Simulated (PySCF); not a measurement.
**Electron correlation in Br (bromine, neutral)**

[Ar] 3d10 4s2 4p4 5s1, high-spin 4P determinant (an excited configuration). Computed with PySCF 2.14 in aug-cc-pVTZ-PP with ECP10MDF (6s5p4d2f, 55 functions), with scalar relativity through the core potential. Frozen: 3s2 3p6 3d10; 7 electrons correlated.

| level | correlation energy (mhartree) |
| --- | --- |
| CCSD | -138.56 |
| (T) | -4.60 |
| CCSD(T) | -143.16 |

Diagnostics: T1 = 0.012, D1 = 0.0356, largest double amplitude 0.032.

Question: Is a single reference adequate?

Answer: Yes, within this model without spin-orbit coupling: T1 lies below 0.03 and no double amplitude reaches 0.07.
